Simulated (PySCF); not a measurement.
Working out the ionisation energy of Ru+

Ru+ [Kr] 4d7 (4F) → Ru(2+) [Kr] 4d6 (5D). All numbers are calculated (PySCF 2.14, scalar relativity through the core potential, in aug-cc-pwCVDZ-PP with ECP28MDF). Frozen: nothing. Energies in hartree (1 hartree = 27.21139 eV):

| part | Ru+ (lower) | Ru(2+) (upper) |
| --- | --- | --- |
| UHF | -93.582777 | -93.035553 |
| CCSD correlation | -0.425056 | -0.381413 |
| (T) | -0.011019 | -0.007822 |

Task: What does Hartree-Fock give?

Result: (-93.035553) − (-93.582777) = 0.547224 hartree = 14.891 eV.

Task: What do CCSD and CCSD(T) give?

Result: The CCSD correlation energies differ by 0.043643 hartree = 1.188 eV and the triples by 0.003197 hartree = 0.087 eV, so CCSD gives 16.079 eV and CCSD(T) 16.166 eV.

Reference: 16.76 ± 0.06 eV (semi-empirical (NIST evaluation); NIST Atomic Spectra Database, ionization energies), between the lowest levels; spin-orbit coupling is absent from the calculation.

A double-zeta basis recovers only part of the correlation energy.

What remains against the reference includes basis incompleteness and higher excitations.
